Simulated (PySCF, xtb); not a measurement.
CH5FO2Sn, SMILES [CH3][Sn]([OH])([OH])[F]. Other conformers were not sampled.

Harmonic wavenumbers (cm⁻¹) from GFN2-xTB in xtb 6.7.1 at its own minimum, in rising order: 56, 76, 105, 120, 144, 152, 211, 219, 353, 437, 492, 524, 751, 759, 810, 824, 1205, 1391, 1394, 3024, 3046, 3052, 3615, 3622.

### Question
What does PBE-D3(BJ)/def2-SVP run with PySCF give at its own minimum? (Estimate from the structure and the level; the computed values follow.)

### Answer
66, 87, 121, 143, 155, 177, 204, 240, 514, 595, 597, 610, 749, 752, 845, 862, 1154, 1379, 1380, 3005, 3132, 3134, 3691, 3709. Paired by order, the mean absolute difference is 48 cm⁻¹ and the zero-point energies are 37.7 and 39.0 kcal/mol.
